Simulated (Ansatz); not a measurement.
The first iterations of a band of ClF3H3NZr (9 atoms, charge 0, multiplicity 1).

Method: RKS PBE/def2-SVP in Ansatz 0.2.0.

- movable images: 5
- climbing image: yes
- spring: 5.0 eV/Å²
- optimiser: quadratic models (default)
- start path: through a guess of the saddle point
- force threshold: 0.5 eV/Å
- iteration limit: 60
- end points: relaxed

First end point:

```xyz
9
Properties=species:S:1:pos:R:3
Zr -0.054 0.019 0.169
Cl 0.542 -0.224 2.477
F 1.685 0.053 -0.637
F -0.689 1.739 -0.411
F -0.773 -1.519 -0.734
N -2.352 -0.013 1.090
H -2.905 -0.798 0.716
H -2.869 0.849 0.865
H -2.357 -0.106 2.116
```

Last end point:

```xyz
9
Properties=species:S:1:pos:R:3
Zr -0.202 0.457 0.097
Cl -0.095 1.665 2.162
F 0.356 -1.382 0.115
F 1.287 1.224 -0.836
F -1.601 0.922 -1.138
N -2.145 -0.595 1.183
H -2.545 -1.358 0.616
H -2.912 0.072 1.352
H -1.915 -1.005 2.100
```

| iteration | highest image above the first end (eV) | largest band force component (eV/Å) |
| --- | --- | --- |
| 1 | 9.968 | 28.064 |
| 2 | 2.660 | 5.787 |
| 3 | 1.550 | 3.633 |

**Question.** Does the band converge within its limit, and where does its top end?

**Answer.** The forces met the threshold. It ended after 11 iterations with the highest image 0.216 eV above the first end. The threshold of 0.5 eV/Å is loose, so the images may lie well off the minimum-energy path. Another band between the same ends (5 images) ends at a top of the same energy, where a vibrational analysis finds 1 clearly imaginary mode.

The run took 59 s on 4 threads of INTEL(R) XEON(R) PLATINUM 8581C CPU @ 2.10GHz (Emerald Rapids), on a shared host, peak memory 0.19 GiB.
